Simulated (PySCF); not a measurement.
Excitation energies in several basis sets

Species: CH6Al2Cl2O.
SMILES: `C[O][AlH-]1[Cl+][AlH2-][Cl+]1`

TDDFT with PBE0 (PySCF), vertical singlets, core orbitals frozen in the response, spherical d and f functions. The structure is a single PBE0-D3(BJ)/def2-SVP conformer in the gas phase; no vibrational or solvent corrections.

Q: Compare 6-31G*, def2-SVP, 6-31+G*, def2-SVPD, aug-cc-pVDZ and def2-TZVP for this molecule.

A: 

```csv
basis,functions,diffuse,S1 (eV),S2 (eV),S3 (eV),S4 (eV),S5 (eV),LUMO (eV),α (au)
6-31G*,112,no,6.59,6.62,6.76,7.24,7.41,-0.61,76.2
def2-SVP,130,no,6.65,6.73,6.82,7.43,7.55,-0.52,76.6
6-31+G*,136,yes,6.55,6.61,6.75,7.01,7.18,-0.77,83.9
def2-SVPD,193,yes,6.50,6.64,6.73,7.11,7.22,-0.75,94.5
aug-cc-pVDZ,208,yes,6.43,6.48,6.62,6.88,7.07,-0.82,95.8
def2-TZVP,246,no,6.54,6.65,6.76,7.22,7.35,-0.65,89.6
```

States are compared by their number. Against the largest diffuse basis here (aug-cc-pVDZ, itself not a converged limit), sets without diffuse functions differ by up to 0.22 eV in S1 and 0.48 eV in S5; the smaller diffuse sets differ by up to 0.12 and 0.15 eV. S1 is led by HOMO-2→LUMO (54%) in def2-TZVP and by HOMO-1→LUMO (55%) in aug-cc-pVDZ. State by state, the largest deviation of a set without diffuse functions is S1 0.22, S2 0.25, S3 0.20, S4 0.55, S5 0.48 eV. The same number needn't mean the same state in each row. Against aug-cc-pVDZ the polarisability deviates by -20% in 6-31G*, -20% in def2-SVP, -12% in 6-31+G*, -1% in def2-SVPD, -6% in def2-TZVP. A single + in a Pople set puts diffuse functions on heavy atoms only.
